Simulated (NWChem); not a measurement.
Species: SiHSeCl₂F; SMILES Cl[Si]([SeH])(Cl)F

```xyz
6

F      0.0513     0.7824     1.8504
Si     0.0014     0.4879     0.2750
Cl     1.6088     1.4819    -0.5300
Cl    -1.7490     1.2600    -0.4606
Se     0.0017    -1.7354    -0.1641
H      1.3539    -1.9132     0.4164
```
Atoms are numbered in this order, from 1.

Level: B3LYP/6-31G* (spherical d) (NWChem), optimised geometry, unscaled harmonic frequencies. This build's default masses of Se (78.918 u) and Br (79.917 u) are each other's, which moves their modes by up to 0.6 %.

| frequency (cm⁻¹) | IR intensity (km/mol) |
|---|---|
| 115 | 2.2 |
| 129 | 1.3 |
| 177 | 9.9 |
| 209 | 2.3 |
| 228 | 12.0 |
| 260 | 10.1 |
| 380 | 14.1 |
| 567 | 214.2 |
| 594 | 187.3 |
| 708 | 31.1 |
| 930 | 127.4 |
| 2404 | 13.5 |

The zero-point energy comes out as 9.6 kcal/mol. The thermal correction to the enthalpy at 298.15 K (with zero-point energy) comes out as 14.7 kcal/mol. The heat capacity Cv is 22.0 cal/(mol K). The entropy at 298.15 K and 1 atm (symmetry number 1) is 88.0 cal/(mol K). The dipole moment is 1.46 D.

Rigid rotor and harmonic oscillator.
